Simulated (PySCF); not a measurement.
Identify the unknown among the candidates.

All candidates are C6H7NO.

| technique | computed result |
| --- | --- |
| UV, first state | lowest singlet excitation: 5.04 eV (246 nm, f = 0.004) [TDDFT CAM-B3LYP/def2-SVPD] |
| Polarisability | 79.4 au [CAM-B3LYP/def2-SVPD] |
| UV, strongest line | among the 8 lowest singlet transitions: S6 at 7.15 eV (173 nm, f = 0.476) [TDDFT CAM-B3LYP/def2-SVPD] |
| Dipole | 1.76 D [CAM-B3LYP/def2-SVPD] |
| Triplet | lowest triplet excitation (Tamm–Dancoff): 4.06 eV [TDA CAM-B3LYP/def2-SVPD] |
| Rotational structure | rotational constants A, B, C: 5.223, 1.606, 1.238 GHz [GFN2-xTB] |

Electronic properties: PySCF, gas phase, density fitting. Levels stand in brackets. Geometry: GFN2-xTB, one conformer, isolated molecule.

**Question.** Which candidate is it?
A. `COc1cccnc1`
B. `COC1(CC#N)C=C1`
C. `C#CC(=O)N(C)C=C`
D. `COc1ccncc1`

**Answer.** A. It is `COc1cccnc1`. Numbering: `[CH3:1][O:2][c:3]1[cH:4][cH:5][cH:6][n:7][cH:8]1`. Its formula, C6H7NO, gives 4 degrees of unsaturation: 1 ring and 3 π bonds in the structure found (Kekulé form). The optimised geometry has point group Cs and is an asymmetric top.

The others, at the same levels:
- `C#CC(=O)N(C)C=C` fails: its computed lowest singlet excitation is 4.84 eV (256 nm, f = 0.000) (against 5.04 eV), lowest triplet excitation (Tamm–Dancoff) is 3.78 eV (against 4.06 eV) and strongest line among the 8 lowest singlet transitions is S2 at 5.26 eV (236 nm, f = 0.316) (against S6 at 7.15 eV).
- `COC1(CC#N)C=C1` fails: its computed lowest singlet excitation is 6.07 eV (204 nm, f = 0.003) (against 5.04 eV), lowest triplet excitation (Tamm–Dancoff) is 4.52 eV (against 4.06 eV) and static isotropic polarisability is 72.6 au (against 79.4 au).
- `COc1ccncc1` fails: its computed lowest singlet excitation is 5.34 eV (232 nm, f = 0.001) (against 5.04 eV), lowest triplet excitation (Tamm–Dancoff) is 4.29 eV (against 4.06 eV) and dipole moment is 3.21 D (against 1.76 D).

Each candidate is one conformer, not necessarily the lowest. The conformers computed, where there is a choice (atom-mapped SMILES and torsion angles):
- `[CH3:1][O:2][c:3]1[cH:4][cH:5][cH:6][n:7][cH:8]1`: C1–O2–C3–C4 180°
- `[CH:1]#[C:2][C:3](=[O:4])[N:5]([CH3:6])[CH:7]=[CH2:8]`: C2–C3–N5–C6 179°, C3–N5–C7–C8 180°
- `[CH3:1][O:2][C:3]1([CH2:4][C:5]#[N:6])[CH:7]=[CH:8]1`: C1–O2–C3–C4 93°, O2–C3–C4–C5 -82°
- `[CH3:1][O:2][c:3]1[cH:4][cH:5][n:6][cH:7][cH:8]1`: C1–O2–C3–C4 180°
